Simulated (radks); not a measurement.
Results of a calculation; reference values are marked as such.
Question: Tl3+, configuration [Xe] 4f14 5d9 6s1 (not the ground configuration). Code: a radial shooting solver on a logarithmic mesh with Libxc functionals. Model: scalar-relativistic Kohn-Sham, LDA (Slater exchange, Perdew-Wang correlation), spin-polarised, spherical densities, point nucleus; open shells are filled with parallel spins first (spin-orbit coupling, left out, can overturn this in heavy ions). Some entries of the table are withheld. Estimate them.

orbital  occ.  eigenvalue (eV)  <r^2> (bohr^2)  r(max) (bohr)
1s up       1        -85605.27       0.0003690        0.01003
1s down     1        -85605.23       0.0003690        0.01003
2s up       1        -15271.31        0.005608        0.05816
2s down     1        -15271.20        0.005608        0.05816
2p up       3        -13142.52        0.004757        0.04834
2p down     3        -13142.43        0.004757        0.04834
3s up       1        -3670.780         0.03611         0.1640
3s down     1        -3670.711         0.03611         0.1640
3p up       3        -3058.288         0.03731         0.1639
3p down     3        -3058.216         0.03731         0.1639
3d up       5        -2423.264         0.03089         0.1334
3d down     5        -2423.173         0.03089         0.1334
4s up       1        -845.0685          0.1733         0.3690
4s down     1        -844.9402          0.1733         0.3690
4p up       3        -644.2719          0.1984         0.3891
4p down     3        -644.1396          0.1984         0.3891
4d up       5        -409.0485          0.2236         0.3955
4d down     5        -408.8951          0.2235         0.3955
5s up       1        -165.2945          0.8568         0.8065
5s down     1        -164.6635          0.8548         0.8060
4f up       7              (1)          0.2627         0.3574
4f down     7              (2)          0.2623         0.3573
5p up       3        -110.0262           1.131            (3)
5p down     3        -109.2654           1.127            (4)
5d up       5         -48.2078           2.010          1.103
5d down     4         -47.2029           1.995          1.100
6s up       1              (5)           5.031          1.922
6s down     0              (6)           5.083          1.921

Answer: 
(1) 4f up eigenvalue (eV): -148.5471
(2) 4f down eigenvalue (eV): -148.3582
(3) 5p up r(max) (bohr): 0.9022
(4) 5p down r(max) (bohr): 0.9014
(5) 6s up eigenvalue (eV): -37.6363
(6) 6s down eigenvalue (eV): -36.3908
